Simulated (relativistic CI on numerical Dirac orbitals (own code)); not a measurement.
## Calculated levels, Hf³¹⁺

Computed by Dirac-Coulomb-Breit CI, orbitals from a KLI potential per configuration, QED by a radiative potential, unscaled Slater integrals (own radial code, finite nucleus).

Configuration list (outside the closed core [Ar] 3d10): 4s²4p⁶4d⁵, 4s²4p⁵4d⁶, 4s²4p⁶4d⁴4f, 4s4p⁶4d⁶, 4s²4p⁵4d⁵4f, 4s4p⁶4d⁵4f, 4s²4p⁶4d⁴5s, 4s²4p⁶4d³4f5s, 4s²4p⁶4d⁴5p, 4s²4p⁶4d⁴5d, 4s²4p⁵4d⁵5s, 4s²4p⁶4d⁴5f, 4s²4p⁶4d³5s5p, 4p⁶4d⁶4f, 4s²4p⁶4d⁴5g, 4s²4p⁶4d⁴6s, 4s²4p⁶4d⁴6p, 4s4p⁶4d⁵5p, 4p⁶4d⁷, 4p⁵4d⁸, 4p⁵4d⁷4f, 4s²4p⁶4d³5s², 4s²4p⁶4d²4f5s², 4s²4p⁵4d³4f5s², 4s4p⁶4d³4f5s². Double excitations out of closed p, d and f shells are left out; levels of such configurations are missing from the list, as are those of other unlisted configurations, and high levels can miss mixing partners. These lack a partner that the ground configuration has and come out too high: 4s²4p⁵4d⁵5s.

The lowest level is 4s²4p⁶4d⁵ ⁴P5/2, with 29 % of that term; Hund's rules for 4s²4p⁶4d⁵ give ⁶S with J = 5/2, of which the calculation keeps J, while another term leads.

| No. | Configuration | Term | J | E (cm⁻¹) | % | Landé g | Lifetime (s) |
| --- | --- | --- | --- | --- | --- | --- | --- |
| 1 | 4s²4p⁶4d⁵ | ⁴P | 5/2 | 0 | 29 | 1.449 |  |
| 2 | 4s²4p⁶4d⁵ | ⁶S | 5/2 | 81618 | 38 | 1.301 | 4.73e-05 |
| 3 | 4s²4p⁶4d⁵ | ⁴G | 7/2 | 120395 | 39 | 1.152 | 8.15e-05 |
| 4 | 4s²4p⁶4d⁵ | ⁴G | 11/2 | 125711 | 40 | 1.126 |  |
| 5 | 4s²4p⁶4d⁵ | ⁴D | 3/2 | 125941 | 43 | 1.216 | 2.87e-05 |
| 6 | 4s²4p⁶4d⁵ | ⁴G | 9/2 | 139011 | 40 | 1.146 | 8.73e-03 |
| 7 | 4s²4p⁶4d⁵ | ⁴D | 5/2 | 147592 | 35 | 1.142 | 2.04e-04 |
| 8 | 4s²4p⁶4d⁵ | ⁴P | 1/2 | 155610 | 49 | 1.790 | 1.23e-03 |
| 9 | 4s²4p⁶4d⁵ | ²F | 7/2 | 165146 | 37 | 1.098 | 6.67e-04 |
| 10 | 4s²4p⁶4d⁵ | ²D | 5/2 | 204440 | 33 | 1.242 | 1.65e-05 |
| 11 | 4s²4p⁶4d⁵ | ²D | 3/2 | 210397 | 53 | 0.781 | 1.19e-04 |
| 12 | 4s²4p⁶4d⁵ | ⁴D | 7/2 | 224013 | 51 | 1.217 | 3.38e-05 |
| 13 | 4s²4p⁶4d⁵ | ²I | 11/2 | 226416 | 53 | 1.079 | 4.88e-05 |
| 14 | 4s²4p⁶4d⁵ | ⁴G | 9/2 | 234318 | 52 | 1.145 | 4.95e-05 |
| 15 | 4s²4p⁶4d⁵ | ²I | 13/2 | 243482 | 99 | 1.073 | 2.31e-04 |
| 16 | 4s²4p⁶4d⁵ | ⁴D | 1/2 | 243682 | 73 | 0.598 | 2.67e-05 |
| 17 | 4s²4p⁶4d⁵ | ⁴P | 3/2 | 253658 | 53 | 1.198 | 1.45e-05 |
| 18 | 4s²4p⁶4d⁵ | ²F | 5/2 | 255392 | 42 | 1.016 | 2.86e-05 |
| 19 | 4s²4p⁶4d⁵ | ²H | 9/2 | 275633 | 51 | 1.108 | 2.02e-05 |
| 20 | 4s²4p⁶4d⁵ | ²G | 7/2 | 279405 | 61 | 0.989 | 8.10e-05 |
| 21 | 4s²4p⁶4d⁵ | ⁴F | 5/2 | 287623 | 61 | 1.044 | 2.14e-05 |
| 22 | 4s²4p⁶4d⁵ | ²D | 3/2 | 292372 | 87 | 0.833 | 5.27e-05 |
| 23 | 4s²4p⁶4d⁵ | ²S | 1/2 | 308530 | 36 | 1.839 | 2.37e-05 |
| 24 | 4s²4p⁶4d⁵ | ²G | 7/2 | 308957 | 41 | 1.050 | 3.38e-05 |
| 25 | 4s²4p⁶4d⁵ | ²G | 9/2 | 332112 | 70 | 1.105 | 5.74e-05 |
| 26 | 4s²4p⁶4d⁵ | ⁴P | 5/2 | 345930 | 36 | 1.251 | 8.73e-06 |
| 27 | 4s²4p⁶4d⁵ | ⁴F | 7/2 | 373202 | 32 | 1.194 | 1.28e-05 |
| 28 | 4s²4p⁶4d⁵ | ²H | 11/2 | 379468 | 59 | 1.071 | 1.49e-05 |
| 29 | 4s²4p⁶4d⁵ | ²P | 3/2 | 381433 | 46 | 1.090 | 2.72e-05 |
| 30 | 4s²4p⁶4d⁵ | ²D | 5/2 | 387654 | 67 | 1.138 | 2.06e-05 |
| 31 | 4s²4p⁶4d⁵ | ²P | 3/2 | 389421 | 32 | 1.048 | 1.20e-05 |
| 32 | 4s²4p⁶4d⁵ | ²G | 9/2 | 404222 | 64 | 1.114 | 1.89e-05 |
| 33 | 4s²4p⁶4d⁵ | ²D | 5/2 | 419032 | 66 | 1.112 | 1.64e-05 |
| 34 | 4s²4p⁶4d⁵ | ²G | 7/2 | 427379 | 60 | 0.990 | 1.81e-05 |
| 35 | 4s²4p⁶4d⁵ | ²P | 1/2 | 458970 | 64 | 1.094 | 1.68e-05 |
| 36 | 4s²4p⁶4d⁵ | ²D | 3/2 | 510008 | 77 | 0.873 | 1.07e-05 |
| 37 | 4s²4p⁶4d⁵ | ²D | 5/2 | 530776 | 53 | 1.158 | 6.47e-06 |
| 38 | 4p⁵4d⁶(5D) | ⁶F° | 11/2 | 1328572 | 54 | 1.346 | 4.17e-10 |
| 39 | 4p⁵4d⁶(3P) | ⁴P° | 5/2 | 1358548 | 34 | 1.338 | 2.84e-10 |
| 40 | 4p⁵4d⁶(3P) | ⁴D° | 7/2 | 1358696 | 39 | 1.338 | 4.44e-11 |
| 41 | 4p⁵4d⁶(3F) | ⁴F° | 9/2 | 1368350 | 40 | 1.330 | 4.19e-10 |
| 42 | 4p⁵4d⁶(1D) | ²P° | 1/2 | 1400141 | 34 | 1.356 | 3.93e-10 |
| 43 | 4p⁵4d⁶(5D) | ⁶P° | 5/2 | 1414374 | 18 | 1.371 | 1.23e-11 |
| 44 | 4p⁵4d⁶(5D) | ⁶P° | 3/2 | 1428859 | 25 | 1.834 | 1.31e-11 |
| 45 | 4p⁵4d⁶(5D) | ⁶F° | 9/2 | 1430277 | 58 | 1.388 | 1.73e-10 |

Energies count from the lowest computed level; ° marks odd parity; lifetimes are radiative, by E1, M1, E2, M2, E3 decay to levels of this space only; some are left blank where a channel outside the calculation adds to the decay or the decay crosses a small, uncertain gap. Percentages are summed over parent terms; the parents shown are those of the largest component, closed shells are left out there.

The mean weight of the leading LS term, summed over parents, in these 45 levels is 49 %, and that of the leading jj configuration (from the same eigenvectors) 85 %, so jj coupling describes them better and the LS labels are nominal.

At this charge energies of transitions that change n are usually good to better than 1 %, and those within a shell (Δn = 0) to a few per cent. Terms inside the open d or f shell come out 10 to 20 % too wide with unscaled integrals.

LS names give the leading component of a level, which can be under half, so a name can repeat, a term be missing and a line seem to break the LS rules.
